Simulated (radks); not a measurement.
Values are calculated unless marked as measured or tabulated.
These are the eigenvalues of the occupied orbitals of an atom or ion with whole-number occupations (eV). Code: a radial shooting solver on a logarithmic mesh with Libxc functionals. Model: Dirac Kohn-Sham, exchange-only PBE, spin-unpolarised, spherical densities, finite nucleus; Fermi nuclear charge, rms radius of each element as measured or else 0.836 A^(1/3) + 0.57 fm.

| orbital | eigenvalue |
|---|---|
| 1s1/2 | -37875.40 |
| 2s1/2 | -6519.555 |
| 2p1/2 | -6181.365 |
| 2p3/2 | -5798.661 |
| 3s1/2 | -1845.967 |
| 3p1/2 | -1704.545 |
| 3p3/2 | -1628.778 |
| 3d3/2 | -1382.914 |
| 3d5/2 | -1366.528 |
| 4s1/2 | -775.1888 |
| 4p1/2 | -719.9095 |
| 4p3/2 | -699.2111 |
| 4d3/2 | -607.4002 |
| 4d5/2 | -603.1509 |

Which element is it, and in what charge state? The configuration may be excited. Open shells, if any, are shared by 2j + 1.

Answer. Z = 56, barium, charge +22: Ba22+ in [Ar] 3d10 4s2 4p3 4d1. The list shows which subshells hold electrons but not how many an open one holds; the 1s level, -1391.9 hartree, gives Z - s = 52.8 by -(Z - s)^2/2, which with screening and relativity narrows Z to a few neighbours, and the depths of the outer levels then fix element, charge and occupations together.
